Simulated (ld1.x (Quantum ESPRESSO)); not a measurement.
Configuration tests for palladium (PAW)

| Quantity | Value |
| --- | --- |
| Element | Pd |
| Generator | ld1.x (Quantum ESPRESSO) 7.5 |
| Type | PAW |
| Functional | BP86 |
| Relativity | non-relativistic |
| Frozen core | [Ar] 3d10 |
| Valence charge | 18 |
| Reference configuration | 4s2 4p6 4d8.5 5s0 5p0 (charge +1.5) |
| Partial waves | 4s (bound): rcut 1.25, rcutus 1.40 bohr; 5s (bound, empty): rcut 1.25, rcutus 1.40 bohr; 4p (bound): rcut 1.65, rcutus 2.00 bohr; 5p (bound, empty): rcut 1.65, rcutus 2.00 bohr; 4d (bound): rcut 1.60, rcutus 1.70 bohr; 4d channel at -1.05 Ry: rcut 1.60, rcutus 1.70 bohr |
| Local potential | all-electron potential smoothed inside 1.55 bohr (lloc = -2) |
| Core correction | Bessel-smoothed model core inside 1.05 bohr |
| Augmentation charge | PSQ, radius 1.45 bohr |

Energies are relative to the spin-unpolarised reference configuration 4s2 4p6 4d8.5 5s0 5p0; without spin polarisation the order of configurations can differ from experiment. Not all tests gave a result: test run stopped at test 6 of 7 (negative rho). The frozen-core shift is the all-electron ΔE with the core orbitals held at their reference shape minus the fully relaxed ΔE.

| valence configuration | charge | ΔE all-electron (eV) | error AE − PS (meV) | frozen-core shift (meV) |
| --- | --- | --- | --- | --- |
| 4s2 4p6 4d10 5s0 5p0 | 0 | -18.378 | +4.2 | 0.0 |
| 4s2 4p6 4d8 5s0 5p0 | +2 | 12.212 | -0.1 | +0.1 |
| 4s2 4p6 4d9 5s0 5p1 | 0 | -12.862 | +2.7 | -0.1 |

**Question.** What are ΔE and the potential's error for 4s2 4p6 4d9 5s0 5p0?

**Answer.** ΔE = -9.000 eV all-electron; the error (AE − PS) is 0.0 meV.

**Question.** What are ΔE and the potential's error for 4s2 4p6 4d9.5 5s0 5p0?

**Answer.** ΔE = -15.029 eV all-electron; the error (AE − PS) is +1.2 meV.

Levels in the configuration 4s2 4p6 4d9.5 5s0 5p0:

| level | all-electron (eV) | pseudo (eV) |
| --- | --- | --- |
| 4s | -84.078 | -84.075 |
| 4p | -54.705 | -54.707 |
| 4d | -9.271 | -9.275 |

A variational frozen-core shift is positive and of second order in the change. This column holds negative values, so the frozen-core run of ld1.x carries numerical noise or an error of first order here, and the column gives no more than the rough size of the effect.
